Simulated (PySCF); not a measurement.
Cartesian coordinates (Å):
```xyz
4

Al     0.0000    -0.0001     0.0003
H      1.5839    -0.0769     0.0000
H     -0.8585    -1.3333     0.0003
H     -0.7253     1.4101    -0.0007
```
Charge 0, spin multiplicity 1.

Problem. Give the dipole moment, LUMO, HOMO, total energy and HOMO–LUMO gap at the level ωB97X-D3(BJ)/def2-TZVP // PBE0-D3(BJ)/def2-TZVP (PySCF).

Solution. 
| Quantity | Value |
|---|---|
| dipole moment | 0.00 D |
| LUMO | 0.10 eV |
| HOMO | -11.14 eV |
| total energy | -6645.91 eV |
| HOMO–LUMO gap | 11.24 eV |
